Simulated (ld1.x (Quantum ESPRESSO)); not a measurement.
**Before and after: TM potential for cadmium (Cd)**

| Property | Result |
| --- | --- |
| Element | cadmium |
| Generator | ld1.x (Quantum ESPRESSO) 7.5 |
| Type | norm-conserving Troullier–Martins (Kleinman–Bylander form) |
| Functional | LDA (PZ) |
| Relativity | scalar-relativistic |
| Frozen core | [Ar] 3d10 |
| Valence charge | 20 |
| Reference configuration | 4s2 4p6 4d10 5s2 5p0 |
| Partial waves | 4s (bound): rc 0.85 bohr; 4p (bound): rc 1.05 bohr; 4d (bound): rc 1.70 bohr |
| Local potential | the d channel |
| Core correction | none |

Occupied shells without a wave of their own: 5s. They enter only through the test configuration that unscreens the potential.

Change: all radii scaled by about 1.35 (s 1.14, p 1.42, d 2.30 bohr).

Cutoffs: the cutoffs (Ry, on a coarse ladder) from which the occupation-weighted sum of valence levels, in a spherical-Bessel basis at the reference potential, stays within 10 and 1 mRy of its value at 400 Ry; they do not see the model core or the augmentation charge, which bear on the density cutoff. Errors are all-electron minus pseudo energies relative to the spin-unpolarised reference configuration.

How do hardness, ghosts and transferability respond?

The potential gets softer (180 Ry and 300 Ry → 120 Ry and 200 Ry); the miss of the reference levels goes from 0.02 to 0.45 eV; of the 9 tests that both files solve, the error grows in 9 and shrinks in 0 by more than 15 % and 0.3 meV (median size 25.4 → 1712.4 meV); neither file shows a bound ghost. A larger radius leaves more room for a smooth pseudo-wave, so fewer plane waves are needed. More of the atom is replaced by a form fitted at one configuration, so other configurations suffer.

```tsv
quantity	base	changed
cutoff, loose	180 Ry	120 Ry
cutoff, tight	300 Ry	200 Ry
loose cutoff by channel (10 mRy a level)	s 140 Ry, p 90 Ry, d 55 Ry	s 110 Ry, p 35 Ry, d 40 Ry
bound ghosts	none	none
largest miss of a reference level, eV	0.02	0.45
error for 4s2 4p6 4d10 5s1 5p0, meV [ΔE 9.63 eV]	+25	-650
error for 4s2 4p6 4d10 5s0 5p0, meV [ΔE 27.15 eV]	+51	-1855
error for 4s2 4p6 4d9 5s0 5p0, meV [ΔE 65.40 eV]	+25	-3099
error for 4s2 4p6 4d10 5s0 5p2, meV [ΔE 9.91 eV]	-8.7	-1712
error for 4s1 4p6 4d10 5s2 5p0, meV [ΔE 113.45 eV]	-63	-82
error for 4s2 4p5 4d10 5s2 5p0, meV [ΔE 74.23 eV]	-54	-63
error for 4s2 4p6 4d10 5s0 5p1, meV [ΔE 15.54 eV]	+11	-1811
error for 4s2 4p6 4d10 5s1 5p0 (spin-polarised), meV [ΔE 9.44 eV]	+25	-663
error for 4s2 4p6 4d9 5s0 5p0 (spin-polarised), meV [ΔE 65.23 eV]	+42	-3082
```

Changed file: The 5s level has no wave, so the channel is fitted at the deeper level alone: the likely source of the large errors.
